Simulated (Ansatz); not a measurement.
A made-up structure of BH4SeS (charge +1), closed shell:

```csv
atom,x (Å),y (Å),z (Å)
B1,1.5065,-0.1518,0.2152
Se2,-0.6414,-0.5312,0.7764
S3,-1.4443,0.4521,-0.6575
H4,-2.8017,0.4060,-0.5869
H5,-0.6925,1.0913,-1.5933
H6,1.9259,0.1638,1.2384
H7,1.9243,-1.2199,0.2991
```

It is relaxed with PBE-D4/def2-SVP and then PBE0-D4/def2-TZVP (Ansatz 0.2.0). Atoms count as bonded within 1.22 times the sum of their covalent radii (H–H: 0.88 Å). The end point is not checked to be a true minimum.

(1) Does its bonding change? (Judge from chemistry; the calculation decides.)

Results:

(1) Computed: No: no bond forms or breaks.

Where it ends: The first stage lowers the energy by 5.97 eV in 23 steps. It ends as BH₄SeS ([BH2][Se][SH2]), total charge +1:
| atom | x (Å) | y (Å) | z (Å) |
| --- | --- | --- | --- |
| B1 | 1.3713 | -0.4138 | 0.7020 |
| Se2 | -0.2259 | 0.6224 | 0.9084 |
| S3 | -1.1431 | 0.1356 | -1.0902 |
| H4 | -2.4093 | -0.1478 | -0.7011 |
| H5 | -1.4672 | 1.3826 | -1.5086 |
| H6 | 2.0672 | -0.3279 | 1.6619 |
| H7 | 1.5837 | -1.0407 | -0.2810 |

Labels in which every atom is bracketed show which atoms are joined, not bond orders.

For scale, one of the runs: PBE0-D4/def2-TZVP relaxation, 140 basis functions, launched by `ansatz run in.yaml --threads 2 --pin off --events-out ev --progress --plain --max-ram 4352MiB`. Hardware: 2 CPU threads of an Arm Neoverse V1, shared host. Wall time about 27 s.
